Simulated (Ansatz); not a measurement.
Cartesian coordinates in Å:
```
C -1.018 -1.248 0.526
Si -0.336 -0.118 -0.789
O 0.912 -0.799 -1.621
C 0.284 1.483 -0.017
S 1.825 1.197 0.906
H -1.363 -2.181 0.075
H -1.869 -0.785 1.034
H -0.268 -1.503 1.279
H -1.394 0.179 -1.790
H 1.766 -0.703 -1.189
H -0.448 1.994 0.613
H 0.567 2.177 -0.813
H 1.341 0.306 1.786
```

The species carries charge 0 and has multiplicity 1.

Problem. List the PBE/def2-TZVPP orbital energies in eV (Ansatz). (Best estimate.)

Solution. The calculation gave: Occupied: -2396.04, -1779.73, -510.02, -269.59, -268.56, -208.95, -155.13, -155.03, -154.84, -137.40, -94.16, -94.13, -94.10, -24.79, -19.57, -17.34, -15.97, -13.29, -11.35, -11.00, -10.27, -9.96, -9.90, -9.03, -8.53, -8.27, -7.56, -6.95, -5.75. Lowest empty: -0.70, -0.28, 0.21, 0.98, 1.03, 1.53, 1.72, 2.07.
